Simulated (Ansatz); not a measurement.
**Reading a saddle point**

A first-order saddle point of Si2NH7OF4, singlet, PBE0-D4/def2-TZVP, with one imaginary mode of 467i cm⁻¹:

```
15
angstrom
Si -0.6938 0.7281 0.8245
O 0.2848 -0.0541 -0.6461
Si -0.0593 0.0345 -2.2893
F -1.9638 0.5178 -0.1222
F 0.2097 2.0182 0.6361
F -1.5312 1.2655 2.0999
H 1.2259 -0.7960 1.3282
N 0.0483 -0.6296 1.7591
H 1.2104 -0.3927 -0.3065
F 2.1307 -0.8748 0.6116
H -0.5099 1.4055 -2.6075
H 1.2075 -0.2916 -2.9832
H -1.1050 -0.9582 -2.6203
H -0.0377 -0.4615 2.7556
H -0.4166 -1.5114 1.5599
```

Ansatz 0.2.0; basis: def2-TZVPP and def2-QZVPP; cores frozen in the correlated methods. Extrapolation: Hartree–Fock as exp(−7.88 √X), correlation as X^−2.97.

Task: Which contacts change along the imaginary mode, and what lies on either side? (Judge from chemistry; the calculation decides.)

Result: By the calculation: The step is Si₂H₃OF₃ ([F][Si]([F])([F])[O][SiH3]) + NH₃ + HF → SiNH₂F₃ ([NH2][Si]([F])([F])[F]) + SiH₄O ([OH][SiH3]) + HF, with the molecules in contact on both sides. Shortening one way: Si1–N8, O2–H9, H7–F10; lengthening the same way: Si1–O2, H7–N8, H9–F10.
```json
{"pair": "Si1–N8", "one side (Å)": "2.02", "saddle (Å)": "1.81", "other side (Å)": "1.71"}
{"pair": "O2–H9", "one side (Å)": "1.61", "saddle (Å)": "1.04", "other side (Å)": "0.97"}
{"pair": "H7–F10", "one side (Å)": "2.01", "saddle (Å)": "1.16", "other side (Å)": "0.96"}
{"pair": "Si1–O2", "one side (Å)": "1.67", "saddle (Å)": "1.93", "other side (Å)": "2.98"}
{"pair": "H7–N8", "one side (Å)": "1.02", "saddle (Å)": "1.27", "other side (Å)": "1.70"}
{"pair": "H9–F10", "one side (Å)": "0.95", "saddle (Å)": "1.39", "other side (Å)": "1.92"}
```

Task: Which side is lower, and how far does the saddle lie above each? (To be estimated.)

Result: By the calculation: The side with Si1–O2, H7–N8, H9–F10 short is lower by 69.0 kJ/mol; the saddle lies 98.7 kJ/mol above it and 29.6 kJ/mol above the other (CCSD(T) at an estimated basis limit (MP2 extrapolated from triple and quadruple zeta, plus CCSD(T) − MP2 in triple zeta); electronic energies).

No T1 diagnostic of these runs exceeds 0.012.

Labels in which every atom is bracketed show which atoms are joined, not bond orders.

For scale, one of the runs: CCSD(T)/def2-TZVPP, 368 basis functions, launched by `ansatz run in.yaml --threads 4 --pin off --events-out ev --progress --plain --max-ram 66560MiB --backend cuda --devices 0, --max-vram 37GiB`. Time: 36 s of wall clock on 4 CPU threads of an AMD EPYC 7R13 and a share of one NVIDIA H100; the host was shared. Peak host memory: 1.5 GiB.
